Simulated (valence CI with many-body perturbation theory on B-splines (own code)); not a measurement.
## Tl73+: electric-dipole lines

Calculated by configuration interaction combined with many-body perturbation theory (CI+MBPT): six valence electrons over a frozen Dirac-Fock core [He], a basis of 9 s, 9 p, 8 d, 6 f, 3 g, 1 h functions for each j, with the one-electron correlation potential Σ1 (screened to all orders), the two-electron term Σ2, the three-electron term Σ3, Breit, model QED; selected single and double excitations, second order for the rest, scaled by the run's own slope (own B-spline code, finite nucleus).

No measured spectrum was set against this ion. As an estimate, large intervals hold to a few tenths of a per cent, small ones and those within an open d or f shell to about a per cent. Among the levels kept, up to 1900 cm⁻¹ of a level comes from second order outside the variational space, and about a tenth of that is noise between levels of different J, which matters for small intervals.

Lines 1 to 50 of 197 in falling wavelength, among levels below 13209 eV, chosen from the strongest by gf and those to the six lowest levels. Wavelengths and rates use the calculated energies. Electric multipoles are in the length gauge with retardation, E1 and E2 with the static RPA response of the core. Weak lines are less certain than strong ones. Lines between different terms over intervals too small for the method are left out, as are lines whose strength nearly cancels. The highest levels of a list are the least certain.

Levels are named by their leading jj configuration (3d3/2^4 stands for four electrons in 3d with j = 3/2), which in mixed levels can hold well under half, so a name can repeat and another be missing. Letters in brackets count levels of one name in rising energy.

```tsv
λ vac (Å)	Upper	Lower	A (s⁻¹)	S (a.u.) with core polarisation	S without
121.1	(2s 2p1/2^2 2p3/2^2 3p1/2) J=1 [a]	(2s 2p1/2^2 2p3/2^2 3s) J=0	2.64e+09	6.93e-03	6.93e-03
107.5	(2s 2p1/2^2 2p3/2^2 3p1/2) J=2 [a]	(2s 2p1/2^2 2p3/2^2 3s) J=2 [a]	2.41e+09	7.38e-03	7.39e-03
106.9	(2s 2p1/2^2 2p3/2^2 3p1/2) J=3	(2s 2p1/2^2 2p3/2^2 3s) J=2 [a]	6.43e+09	2.71e-02	2.71e-02
102.4	(2s^2 2p1/2 2p3/2^2 3p1/2) J=2 [a]	(2s^2 2p1/2 2p3/2^2 3s) J=3	2.51e+09	6.65e-03	6.65e-03
100.2	(2s^2 2p1/2 2p3/2^2 3p1/2) J=1 [a]	(2s^2 2p1/2 2p3/2^2 3s) J=1 [a]	2.33e+09	3.47e-03	3.47e-03
97.61	(2s^2 2p1/2 2p3/2^2 3p1/2) J=3	(2s^2 2p1/2 2p3/2^2 3s) J=2 [b]	8.47e+09	2.72e-02	2.72e-02
96.10	(2s 2p1/2^2 2p3/2^2 3p1/2) J=1 [b]	(2s 2p1/2^2 2p3/2^2 3s) J=2 [b]	1.35e+10	1.77e-02	1.77e-02
94.87	(2s 2p1/2^2 2p3/2^2 3p1/2) J=2 [b]	(2s 2p1/2^2 2p3/2^2 3s) J=2 [b]	8.45e+09	1.78e-02	1.78e-02
94.38	(2s^2 2p1/2^2 2p3/2 3p1/2) J=1	(2s^2 2p1/2^2 2p3/2 3s) J=1	3.07e+09	3.82e-03	3.82e-03
94.19	(2s^2 2p1/2 2p3/2^2 3p1/2) J=1 [b]	(2s^2 2p1/2 2p3/2^2 3s) J=1 [b]	1.14e+10	1.42e-02	1.42e-02
94.14	(2s^2 2p1/2 2p3/2^2 3p1/2) J=2 [a]	(2s^2 2p1/2 2p3/2^2 3s) J=1 [a]	6.48e+09	1.33e-02	1.33e-02
93.65	(2s^2 2p1/2^2 2p3/2 3p1/2) J=2	(2s^2 2p1/2^2 2p3/2 3s) J=1	8.87e+09	1.80e-02	1.80e-02
92.21	(2s^2 2p1/2^2 2p3/2 3d3/2) J=2	(2s^2 2p1/2^2 2p3/2 3p3/2) J=1	1.17e+09	2.26e-03	2.26e-03
91.75	(2s^2 2p1/2 2p3/2^2 3p1/2) J=1 [b]	(2s^2 2p1/2 2p3/2^2 3s) J=0	6.31e+09	7.21e-03	7.21e-03
90.54	(2s 2p1/2^2 2p3/2^2 3p1/2) J=1 [b]	(2s 2p1/2^2 2p3/2^2 3s) J=1 [b]	3.38e+09	3.71e-03	3.71e-03
90.29	(2s^2 2p1/2 2p3/2^2 3p1/2) J=3	(2s^2 2p1/2 2p3/2^2 3s) J=3	8.76e+09	2.23e-02	2.23e-02
90.17	(2s^2 2p1/2 2p3/2^2 3p1/2) J=1 [a]	(2s^2 2p1/2 2p3/2^2 3s) J=2 [a]	1.62e+10	1.76e-02	1.76e-02
89.44	(2s 2p1/2^2 2p3/2^2 3p1/2) J=2 [b]	(2s 2p1/2^2 2p3/2^2 3s) J=1 [b]	1.05e+10	1.86e-02	1.86e-02
87.57	(2s^2 2p1/2^2 2p3/2 3p1/2) J=1	(2s^2 2p1/2^2 2p3/2 3s) J=2	1.82e+10	1.81e-02	1.81e-02
86.94	(2s^2 2p1/2^2 2p3/2 3p1/2) J=2	(2s^2 2p1/2^2 2p3/2 3s) J=2	1.16e+10	1.88e-02	1.88e-02
86.09	(2s^2 2p1/2^2 2p3/2 3d3/2) J=3	(2s^2 2p1/2^2 2p3/2 3p3/2) J=3	3.35e+09	7.38e-03	7.38e-03
85.56	(2s 2p1/2^2 2p3/2^2 3p1/2) J=1 [a]	(2s 2p1/2^2 2p3/2^2 3s) J=1 [a]	1.66e+10	1.54e-02	1.54e-02
85.23	(2s^2 2p1/2 2p3/2^2 3p1/2) J=2 [a]	(2s^2 2p1/2 2p3/2^2 3s) J=2 [a]	9.72e+09	1.49e-02	1.49e-02
84.99	(2s 2p1/2^2 2p3/2^2 3p1/2) J=0	(2s 2p1/2^2 2p3/2^2 3s) J=1 [a]	2.44e+10	7.40e-03	7.40e-03
82.71	(2s 2p1/2^2 2p3/2^2 3p1/2) J=2 [a]	(2s 2p1/2^2 2p3/2^2 3s) J=3	2.10e+10	2.94e-02	2.94e-02
82.32	(2s 2p1/2^2 2p3/2^2 3p1/2) J=3	(2s 2p1/2^2 2p3/2^2 3s) J=3	1.27e+10	2.45e-02	2.45e-02
70.71	(2s^2 2p1/2 2p3/2^2 3p1/2) J=2 [b]	(2s^2 2p1/2 2p3/2^2 3s) J=2 [b]	8.93e+09	7.79e-03	7.80e-03
66.79	(2s^2 2p1/2 2p3/2^2 3p1/2) J=2 [b]	(2s^2 2p1/2 2p3/2^2 3s) J=3	3.11e+10	2.28e-02	2.28e-02
65.97	(2s^2 2p1/2 2p3/2^2 3p1/2) J=0	(2s^2 2p1/2 2p3/2^2 3s) J=1 [b]	5.59e+10	7.92e-03	7.92e-03
63.18	(2s^2 2p1/2 2p3/2^2 3p1/2) J=2 [b]	(2s^2 2p1/2 2p3/2^2 3s) J=1 [a]	8.20e+09	5.10e-03	5.10e-03
59.03	(2s^2 2p1/2 2p3/2^2 3p1/2) J=2 [b]	(2s^2 2p1/2 2p3/2^2 3s) J=2 [a]	7.43e+09	3.77e-03	3.77e-03
46.69	(2s^2 2p1/2^2 2p3/2 3d5/2) J=2	(2s^2 2p1/2^2 2p3/2 3p3/2) J=2	4.94e+10	1.24e-02	1.24e-02
46.32	(2s^2 2p1/2^2 2p3/2 3d5/2) J=1	(2s^2 2p1/2^2 2p3/2 3p3/2) J=0	7.22e+10	1.06e-02	1.06e-02
43.87	(2s^2 2p1/2^2 2p3/2 3d5/2) J=3	(2s^2 2p1/2^2 2p3/2 3p3/2) J=2	1.38e+11	4.01e-02	4.01e-02
43.37	(2s^2 2p1/2^2 2p3/2 3d5/2) J=4	(2s^2 2p1/2^2 2p3/2 3p3/2) J=3	1.73e+11	6.27e-02	6.27e-02
41.64	(2s^2 2p1/2^2 2p3/2 3d5/2) J=1	(2s^2 2p1/2^2 2p3/2 3p3/2) J=2	8.98e+09	9.60e-04	9.60e-04
41.56	(2s^2 2p1/2^2 2p3/2 3d5/2) J=2	(2s^2 2p1/2^2 2p3/2 3p3/2) J=1	1.21e+11	2.14e-02	2.14e-02
39.22	(2s^2 2p1/2^2 2p3/2 3d5/2) J=3	(2s^2 2p1/2^2 2p3/2 3p3/2) J=3	4.05e+10	8.44e-03	8.44e-03
37.51	(2s^2 2p1/2^2 2p3/2 3d5/2) J=1	(2s^2 2p1/2^2 2p3/2 3p3/2) J=1	1.22e+11	9.51e-03	9.51e-03
36.01	(2s 2p1/2^2 2p3/2^2 3p1/2) J=2 [a]	(2s^2 2p1/2 2p3/2^2 3p1/2) J=2 [b]	8.92e+09	1.03e-03	1.03e-03
35.93	(2s 2p1/2^2 2p3/2^2 3p1/2) J=3	(2s^2 2p1/2 2p3/2^2 3p1/2) J=2 [b]	1.10e+10	1.76e-03	1.76e-03
32.62	(2s 2p1/2^2 2p3/2^2 3s) J=3	(2s^2 2p1/2 2p3/2^2 3s) J=3	1.87e+10	2.25e-03	2.25e-03
31.52	(2s 2p1/2^2 2p3/2^2 3p1/2) J=3	(2s^2 2p1/2 2p3/2^2 3p1/2) J=3	2.12e+10	2.29e-03	2.30e-03
31.31	(2s 2p1/2^2 2p3/2^2 3p1/2) J=1 [a]	(2s^2 2p1/2 2p3/2^2 3p1/2) J=0	1.92e+10	8.70e-04	8.72e-04
30.66	(2s 2p1/2^2 2p3/2^2 3s) J=2 [a]	(2s^2 2p1/2 2p3/2^2 3s) J=2 [b]	1.56e+10	1.11e-03	1.12e-03
30.66	(2s 2p1/2^2 2p3/2^2 3s) J=3	(2s^2 2p1/2 2p3/2^2 3s) J=2 [a]	1.79e+10	1.78e-03	1.79e-03
30.32	(2s 2p1/2^2 2p3/2^2 3p1/2) J=2 [a]	(2s^2 2p1/2 2p3/2^2 3p1/2) J=2 [a]	2.48e+10	1.70e-03	1.71e-03
30.27	(2s 2p1/2^2 2p3/2^2 3p1/2) J=3	(2s^2 2p1/2 2p3/2^2 3p1/2) J=2 [a]	1.88e+10	1.81e-03	1.81e-03
29.74	(2s 2p1/2^2 2p3/2^2 3p1/2) J=2 [a]	(2s^2 2p1/2 2p3/2^2 3p1/2) J=1 [a]	3.99e+10	2.59e-03	2.60e-03
29.15	(2s 2p1/2^2 2p3/2^2 3s) J=2 [a]	(2s^2 2p1/2 2p3/2^2 3s) J=1 [a]	2.80e+10	1.71e-03	1.71e-03
```
